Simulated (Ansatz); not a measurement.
Mulliken charges of `[Cl][Ge]([Cl])([Cl])[Br]` from PBE/def2-TZVPP in Ansatz (PBE0-D4/def2-TZVP geometry).

| atom | x (Å) | y (Å) | z (Å) | charge (e) |
| --- | --- | --- | --- | --- |
| Cl1 | -0.913 | -0.258 | 1.892 | -0.207 |
| Ge2 | 0.006 | -0.036 | -0.005 | 0.810 |
| Cl3 | 1.798 | -1.164 | -0.042 | -0.207 |
| Cl4 | -1.305 | -0.770 | -1.499 | -0.207 |
| Br5 | 0.464 | 2.154 | -0.388 | -0.189 |

Task: By hand: the dipole of these point charges (1 e Å = 4.8032 D).

Result: Σ q r = (0.004, 0.017, -0.003) e Å, of length 0.018 e Å = 0.09 D.

Task: How does the dipole of the full density compare? (Estimate.)

Result: Ansatz gave: (0.013, 0.063, -0.011) e Å, 0.31 D; the point charges give 0.29 times that, at 2° from its direction.

Point charges leave out the atoms' own dipoles, such as those of lone pairs, and Mulliken's split depends on the basis, so the two needn't agree.
